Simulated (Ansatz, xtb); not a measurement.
Pulling on the As1–H2 bond in AsH3 (SMILES [AsH3]) (multiplicity 1 held, fragments rigid). Energies count from the point at 1.525 Å.
Geometry at that point (charge 0, multiplicity 1):
```xyz
4

As     0.00043     0.00037     0.07075
H     -0.28140     1.23234    -0.78311
H     -0.93712    -0.86192    -0.76812
H      1.20444    -0.38272    -0.78356
```

Unrestricted levels (U-) break spin symmetry where that is lower. Full CI gives the lowest state of the spin. Levels need not reach the same state.

Cores are frozen in the correlated methods. Filled d and f shells under p-block atoms count as core.

Codes used: Ansatz (a quantum-chemistry and plane-wave program) with Gaussian orbitals; xtb for the GFN methods. Each number belongs to the level named beside it. The GFN methods have no spin term and hold the electronic entropy of 300 K.

Question: Predict the energy at R = 4.881 Å from FCI/6-31G.

Answer: 63.7 kcal/mol

Question: Estimate the energy at R = 4.881 Å that GFN2-xTB returns for this input.

Answer: 92.3 kcal/mol

Question: What energy at R = 4.881 Å does U-HF/6-31G give?

Answer: 50.6 kcal/mol

Doubts at one or more of the structures used: a spin-contaminated determinant (U-HF/6-31G).
